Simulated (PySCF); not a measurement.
Electron correlation in Se²⁺ (selenium, charge +2)

[Ar] 3d10 4s2 4p2, high-spin 3P determinant. Computed with PySCF 2.14 in ANO-RCC-VTZP, with the spin-free X2C one-electron Hamiltonian (Gaussian nucleus). Frozen: [Ar] 3d10; 4 electrons correlated.

| level | correlation energy (mhartree) |
| --- | --- |
| CCSD | -71.48 |
| (T) | -1.41 |
| CCSD(T) | -72.89 |
| CCSDT | -73.29 |

Diagnostics: T1 = 0.0063, D1 = 0.0167, largest double amplitude 0.093.

Cost of the coupled-cluster step: about 0.5 core-seconds, for 4 correlated electrons.
